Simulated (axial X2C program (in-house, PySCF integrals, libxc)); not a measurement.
**How long does PSe⁻ take?**

A bond scan computed with an axial X2C code built on PySCF integrals. Basis: Se dyall-acv3z [9s10p7d5f1g], P dyall-av3z [9s8p3d2f] (cores contracted in-house).

The run was started with this input:
```json
{"zs": [34, 15], "q": -1, "bas": ["dyall-acv3z", "dyall-av3z"], "levels": ["PBE0", "HF", "r2SCAN0"], "cc": true, "r0": 2.09, "thr": -2.0, "nmax": 90, "npts": 10, "nst": 2, "ntry": 6}
```
```bash
python so2c.py task.json out
```

Keys: zs atomic numbers; q charge; bas basis sets; levels methods; cc coupled cluster on or off; r0 starting distance in Å; thr threshold in hartree for freezing inner shells (an s shell follows its p shell); nmax most natural virtual spinors; npts points on the curve; nst determinants followed; ntry starts of the search. HF also brings MP2.

Hardware: 1 thread of Intel(R) Xeon(R) 6975P-C (Granite Rapids) (shared host).

Wall time of one point of each curve, integrals apart:

```
Hamiltonian                                level  points  seconds a point
  spin-free                                 PBE0      10             0.48
  spin-free                                   HF      10             0.27
  spin-free  CCSD(T) (12 electrons, 90 virtuals)       7              5.8
  spin-free                              r2SCAN0      10             0.83
         2c                                 PBE0      10             0.66
         2c                                   HF      10             0.51
         2c  CCSD(T) (12 electrons, 90 virtuals)       7              6.3
         2c                              r2SCAN0      10             0.99
```

The rest:

Search with its distance optimisation 25 s, atoms 26 s, whole task 180 s. Coupled cluster runs on the points near the minimum only. The program drops outer points, and coupled cluster, when its time limit (not in the input) nears; MP2, further determinants and curves that did not converge are not in the table.
